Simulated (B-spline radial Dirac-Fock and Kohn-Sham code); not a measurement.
## Relative photoemission cross sections at Al Kα (taken as 1486.9 eV): 4d3/2, 4d5/2, Zr to Eu

Level of theory: Dirac-Hartree-Slater photoionisation with all multipoles and Dirac-Fock thresholds; a radial atomic solver. Cross sections are relative to C 1s, computed as 13.92 kb at this energy; β is from the dipole term. Free atoms in their tabulated ground configurations, whose changes along a row show as steps; without correlation, outer binding energies come out low.

```tsv
Z	element	σ 4d3/2	σ 4d5/2	β 4d5/2	binding 4d5/2 (eV)
40	Zr	0.0338	0.0488	1.19	6.54
43	Tc	0.172	0.247	1.22	10.10
46	Pd	0.502	0.714	1.26	6.28
48	Cd	0.762	1.09	1.28	16.14
49	In	0.914	1.31	1.29	23.49
50	Sn	1.08	1.55	1.30	31.22
54	Xe	1.87	2.69	1.33	66.52
56	Ba	2.35	3.39	1.34	98.02
57	La	2.61	3.76	1.34	112.2
58	Ce	2.82	4.07	1.34	118.8
59	Pr	3.00	4.33	1.34	118.1
60	Nd	3.23	4.65	1.34	124.5
61	Pm	3.46	4.98	1.34	130.9
62	Sm	3.69	5.31	1.34	137.4
63	Eu	3.92	5.65	1.34	143.8
```
